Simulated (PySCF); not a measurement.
## EPR parameters of C5H5F2O

C5H5F2O (doublet state).
Atom-mapped SMILES: `[F:1][CH:2]([F:3])[C:4]1=[CH:5][CH:6][CH2:7][O:8]1` (hydrogens: H9 on C2; H10 on C5; H11 on C6; H12, H13 on C7)

Structure used (GFN2-xTB), in Å, numbered top down from 1:
```xyz
13
C5H5F2O angstrom
F      2.7831    0.2444   -0.5031
C      1.9381    0.1689    0.5646
F      2.3510   -0.9300    1.2594
C      0.5243    0.0494    0.1406
C     -0.1100   -0.9116   -0.6362
C     -1.4367   -0.5809   -0.7188
C     -1.6339    0.6751    0.0614
O     -0.3509    1.0088    0.5715
H      2.1032    1.0543    1.1952
H      0.3813   -1.7547   -1.0796
H     -2.2244   -1.0939   -1.2286
H     -2.0001    1.5137   -0.5502
H     -2.3294    0.5567    0.9061
```

The hyperfine couplings belong to this conformer and change with its torsions.

Computed, not measured: UKS B3LYP, pcH-1 on C F H O, non-relativistic, mean-field spin-orbit, GIAO in PySCF. The structure is a single GFN2-xTB conformer in the gas phase; no vibrational or solvent corrections. The geometry wasn't refined by DFT: couplings that depend on bond lengths, twists or pyramidal angles can differ widely from those at the functional's own minimum. The SCF solution wasn't tested for stability.

```
g1, g2, g3                      : 2.00204, 2.00313, 2.00411
g_iso                           : 2.00310
Form of g                       : rhombic: the two nearest values differ by 47 % of g3 − g1
⟨S²⟩                            : 0.7714 (exact 0.7500)
α and β electrons               : 31, 30
HOMO–LUMO gap, α and β orbitals : 5.05, 5.85 eV
```

Hyperfine couplings atom by atom, in MHz; T1 to T3 are the principal values of the dipolar part; ρ(0) is the spin density at the nucleus:

```tsv
atom	isotope	a_iso	T1	T2	T3	Mulliken spin population	ρ(0) (bohr⁻³)
F1	19F	125.4	-48.0	-44.8	92.7	0.02	0.0298
C2	13C	-22.0	-2.6	0.1	2.5	-0.01	-0.0195
F3	19F	127.3	-49.0	-45.7	94.6	0.02	0.0303
C4	13C	51.3	-49.3	-47.5	96.9	0.52	0.0456
C5	13C	-40.5	-25.5	11.9	13.6	-0.21	-0.0361
C6	13C	46.7	-43.7	-41.5	85.2	0.53	0.0415
C7	13C	-29.6	-0.7	-0.3	0.9	-0.06	-0.0264
O8	17O	-19.0	-55.3	26.2	29.1	0.11	0.0314
H9	1H	-1.2	-4.1	-2.7	6.9	0.00	-0.0003
H10	1H	9.3	-4.3	-0.8	5.1	0.01	0.0021
H11	1H	-36.3	-21.3	-0.4	21.7	-0.02	-0.0081
H12	1H	114.9	-3.5	-1.0	4.5	0.05	0.0257
H13	1H	115.3	-3.4	-1.0	4.4	0.05	0.0258
```

Largest spin populations (Mulliken): C6 (+0.53), C4 (+0.52), C5 (-0.21) and O8 (+0.11). The positive populations add up to 1.31 and the negative ones to -0.31, together 2S = 1. The angles at C6 add up to 360.0°, so it is planar.

C6, the radical centre as drawn in `FC(F)C1=C[CH]CO1`, holds a spin population of +0.53 out of 1.

Axes: g2 points within 7° of the C5–H10 bond and g3 points within 9° of the C2–C4 bond.

Under fast tumbling the dipolar parts average out, and these isotropic splittings remain: 2 × 19F (F1/F3, I = 1/2, 3 lines) with 4.51 mT, 2 × 1H (H12/H13, I = 1/2, 3 lines) with 4.11 mT, 1 × 1H (H11, I = 1/2, 2 lines) with 1.30 mT, 1 × 1H (H10, I = 1/2, 2 lines) with 0.33 mT and 1 × 1H (H9, I = 1/2, 2 lines) with 0.04 mT.

Means are taken over nuclei equivalent by connectivity, which assumes that they swap fast.

The 17O coupling of O8 (-19.0 MHz) shows only in satellite lines or after enrichment, since that isotope makes up about 0.038 % of natural oxygen.

The 13C coupling of C4 (51.3 MHz) shows only in satellite lines or after enrichment, since that isotope makes up about 1.07 % of natural carbon.

Examples of negative spin density at the nucleus (bohr⁻³): C5 (-0.0361), C7 (-0.0264) and C2 (-0.0195).
